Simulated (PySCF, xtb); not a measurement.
Al(F)(NH2)2 (AlFH4N2), SMILES [NH2][Al]([NH2])[F].

GFN2-xTB in xtb at its own geometry gives an orbital gap of 4.12 eV and a dipole moment of 2.92 D.

Geometry optimised at PBE0-D3(BJ)/def2-SVP. One conformer was computed; it need not be the lowest.

Task: What does ωB97X/def2-TZVPD run with PySCF give? (An estimate is asked for; the answer gives what the named calculation found.)

Result: gap 10.75 eV (levels -9.77 and 0.98 eV), dipole 2.38 D.
